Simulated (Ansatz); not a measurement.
Aln: binding per atom (eV) at several levels, gas phase, relaxed structures; Ansatz. Clusters are the lowest isomers that short searches found in that spin, judged at the geometry's level. Binding counts from free atoms in the multiplicity of their measured ground term, without zero-point energy. The structures are stationary points that may keep the symmetry of their start.

```csv
species,state,geometry,PBE-D4/def2-SVP,PBE-D4/def2-TZVP,r2SCAN-D4/def2-TZVP,PBE0-D4/def2-SVP,PBE0-D4/def2-TZVP
Al3,doublet,PBE0-D4/def2-TZVP,1.41,1.42,1.40,1.30,1.32
Al7,doublet,r2SCAN-D4/def2-SVP,2.31,2.32,2.33,2.21,2.23
Al11,doublet,PBE-D4/def2-SVP,2.54,2.53,2.52,2.44,2.44
```
